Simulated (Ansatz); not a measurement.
Isomers of CH8FNSi2, relaxed with PBE0-D4/def2-TZVP in Ansatz; electronic energies, one conformer each and not always the lowest. Functionals use def2-TZVPP; CBS adds triple-zeta CCSD(T) − MP2 to the MP2 limit of def2-TZVPP and def2-QZVPP.

(1) Order them by energy at frozen-core CCSD(T)/CBS, lowest first. (An estimate is asked.)
A. `C[SiH](F)N[SiH3]`
B. `CN([SiH3])[SiH2]F`
C. `NC(F)([SiH3])[SiH3]`

(2) How do ωB97M-V, HF/CBS(def2), MP2/CBS(def2), PBE0-D4 place them (kcal/mol, against `C[SiH](F)N[SiH3]`)? (An estimate is asked.)

Results:

(1) A (0.0 kcal/mol), B (22.1 kcal/mol), C (104.3 kcal/mol).

(2) The calculation gave: 
```
               isomer  ωB97M-V  HF/CBS(def2)  MP2/CBS(def2)  PBE0-D4
`NC(F)([SiH3])[SiH3]`    101.3         110.3          108.6     98.3
  `CN([SiH3])[SiH2]F`     22.4          21.5           22.6     22.1
```
